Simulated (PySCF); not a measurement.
Input of a run (PBE0-D3(BJ)/def2-SVP geometry optimisation, gas phase (PySCF 2.14.0)), started from GFN2-xTB:
```
{"job": {"xc": "PBE0", "basis": "def2-SVP", "d3": "d3bj", "grid": 1, "kind": "geom"}, "charge": 0, "multiplicity": 1}
Cl    -2.149898     0.843053    -1.562548
C     -2.108045    -0.448693    -0.264559
Al    -0.490346     0.702570     0.023435
Cl     1.225438     0.263341    -1.279849
Al     2.395689    -0.419368     0.437083
Cl     0.694123    -0.115138     1.736090
H     -3.018546    -0.306350     0.317810
H     -2.198288    -1.402874    -0.785730
H     -0.478679     2.194842     0.377383
H      2.640705    -1.928970     0.241232
H      3.493271     0.620258     0.733690
```

Output (energies in Eh, forces in Eh/bohr):
```
step   0  E = -1905.36634325  max force = 0.037517
step   1  E = -1905.38797969  max force = 0.008411
step   2  E = -1905.38972622  max force = 0.008168
step   3  E = -1905.39232643  max force = 0.007939
step   4  E = -1905.39311913  max force = 0.006752
step   5  E = -1905.39423516  max force = 0.004136
step   6  E = -1905.39464680  max force = 0.004075
step   7  E = -1905.39491413  max force = 0.002990
step   8  E = -1905.39499591  max force = 0.001825
step   9  E = -1905.39503102  max force = 0.002068
step  10  E = -1905.39509599  max force = 0.002090
step  11  E = -1905.39516477  max force = 0.001756
step  12  E = -1905.39521458  max force = 0.001286
step  13  E = -1905.39523974  max force = 0.001133
step  14  E = -1905.39525289  max force = 0.000470
step  15  E = -1905.39525625  max force = 0.000366
optimisation converged
```

Q: Summarise the run.

A: The energy falls by 0.787 eV over 16 energy and gradient evaluations, the largest force component goes from 0.0375 to 3.7e-04 Eh/bohr, and the atoms move by 0.332 Å rms after alignment. The bond that changes most is Al5–Cl6 (ends: aluminium bonded to 2 Cl and 2 H; chlorine bonded to 2 Al), which lengthens by 0.149 Å. Bonds longer at the end by more than 0.005 Å: 9 of 11; shorter: 2. Among the angles that change most is Cl1–C2–Al3, from 73.5° to 99.8°. Among the dihedrals that turn most is H8–C2–Al3–Cl6, from -81° to -52°. The energy never rose by more than 1e-6 Eh on the way. The first step brought 75 % of the lowering.

Q: What are the final bond lengths?

A: Cl1–C2 1.815 Å, C2–Al3 1.955 Å, Al3–Cl4 2.298 Å, Cl4–Al5 2.318 Å, Al5–Cl6 2.311 Å, Al3–Cl6 2.330 Å, C2–H7 1.100 Å, C2–H8 1.099 Å, Al3–H9 1.571 Å, Al5–H10 1.577 Å, Al5–H11 1.576 Å. Numbering counts from 1 in the input's order; the species is `[Cl+]1[AlH-]([Cl+][AlH2-]1)[CH2]Cl`.

The run used 129 basis functions and 101 SCF cycles in all.

Not checked by PBE0-D3(BJ)/def2-SVP frequencies. The numbers are those of one conformer.
